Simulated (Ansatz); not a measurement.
Basis-set extrapolation for C5H5BF3N (`F[B-](F)(F)[n+]1ccccc1`) (PBE0-D4/def2-TZVP geometry, frozen core, Ansatz). Multiplicity 1, RHF reference.

```
                      def2-TZVPP   def2-QZVPP
                 HF  -570.156108  -570.180113
    MP2 correlation    -1.826059    -1.969499
CCSD(T) correlation    -1.923694      not run
```

Energies in hartree. Use E(X) = E(∞) + A·exp(−7.88·√X) for Hartree–Fock and E(X) = E(∞) + B·X^(−2.97) for correlation, with X = 3 and 4, and add CCSD(T) minus MP2 of the smaller set to the MP2 limit.

**Question.** What is the CCSD(T) energy at the basis-set limit?

**Answer.** HF limit: -570.180113 + (-0.024005) × 0.13774 = -570.18342. MP2 limit: -1.969499 + (-0.143440) × 0.74074 = -2.07575. Higher-order term: -1.923694 − (-1.826059) = -0.09763. Total: -572.35680 hartree, 727.3 kJ/mol below CCSD(T)/def2-TZVPP.
